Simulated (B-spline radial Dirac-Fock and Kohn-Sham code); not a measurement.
## Zn⁺ 4s: cross section and angular parameters

System: Zn⁺ in the configuration [Ar] 3d10 4s1; threshold 17.38 eV (orbital energy of the model). Calculated with a radial atomic solver, using Dirac-Hartree-Slater photoionisation with a Latter tail; cross sections with all multipoles, angular parameters from the dipole term and its interference with E2.

For linearly polarised light dσ/dΩ = σ/(4π) [1 + β P₂(cos θ) + (δ + γ cos²θ) sin θ cos φ], with θ from the polarisation vector and φ the angle between the beam and the projection of the electron momentum on the plane normal to the polarisation.

```
hν (eV)   σ (kb)      β       γ
     60     52.5  1.995   0.093
   66.3     47.4  1.996   0.113
    100     29.5  1.997   0.169
    104     28.3  1.997   0.174
    127     22.9  1.997   0.192
    152     18.8  1.998   0.204
    200     13.1  1.998   0.206
    300     7.24  1.998   0.163
    366     5.34  1.999   0.127
    372     5.21  1.999   0.124
    415     4.39  1.999   0.102
    607     2.38  1.999   0.021
    758     1.64  1.999  -0.022
    950     1.11  1.999  -0.053
   1200    0.728  1.999  -0.065
 1253.6    0.672  1.999  -0.064
   1380    0.562  1.999  -0.058
 1486.9    0.489  1.999  -0.050
   1730    0.366  1.999  -0.023
   2370    0.196  1.999   0.081
   3930   0.0682  1.999   0.393
   4080   0.0629  1.999   0.423
   4680   0.0466  1.999   0.540
   6810   0.0200  1.999   0.926
 8047.8   0.0135  1.999   1.131
   8090   0.0133  1.999   1.137
  10100        ?      ?       ?
  12800  0.00434  1.998   1.794
  13300  0.00395  1.998   1.855
  15000  0.00291  1.998   2.054
```

Q: Give the values at 10100 eV.

A: σ = 0.00781 kb, β = 1.999, γ = 1.438. For an s subshell δ is negligible.
